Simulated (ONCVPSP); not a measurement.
**Configuration tests for thulium (ONCV)**

- Element: thulium (Tm)
- Generator: ONCVPSP 4.0.1
- Type: optimised norm-conserving Vanderbilt (ONCV)
- Functional: LDA (Perdew-Wang 92)
- Relativity: fully relativistic
- Frozen core: [Kr] 4d10 4f12
- Valence charge: 11
- Reference configuration: 5s2 5p6 5d1 (charge +2)
- Partial waves: 5s: rc 1.65 bohr, ncon 4, nbas 8, qcut 6.3 1/bohr, 2 projectors, debl 2.4 Ha; 5p: rc 1.80 bohr, ncon 4, nbas 8, qcut 6.2 1/bohr, 2 projectors, debl 1.8 Ha; 5d: rc 2.45 bohr, ncon 3, nbas 7, qcut 6.3 1/bohr, 2 projectors, debl 2.1 Ha
- Local potential: polynomial inside 1.50 bohr (lpopt 4, dvloc0 1 Ha)
- Core correction: Teter function, fcfact 4.25, rcfact 1.4

Open shells are filled in proportion to 2j + 1.

In the s channel the program set the typed energies aside and used -2.656, 0.250 Ha.

Energies are relative to the spin-unpolarised reference configuration 5s2 5p6 5d1; without spin polarisation the order of configurations can differ from experiment.

| valence configuration | charge | ΔE all-electron (eV) | error AE − PS (meV) |
| --- | --- | --- | --- |
| 5s2 5p6 5d1 6s1 | +1 | -13.215 | +23 |
| 5s2 5p6 5d0 | +3 | 20.198 | -29 |
| 5s2 5p6 5d1 6s1.5 | +0.5 | -17.592 | +38 |

Q: What are ΔE and the potential's error for 5s2 5p6 5d1 6s2?

A: ΔE = -20.574 eV all-electron; the error (AE − PS) is +53 meV.

Note: no bound ghost flagged; GHOST(+) flagged for s at 102.1 eV, p1/2 at 471.1 eV.
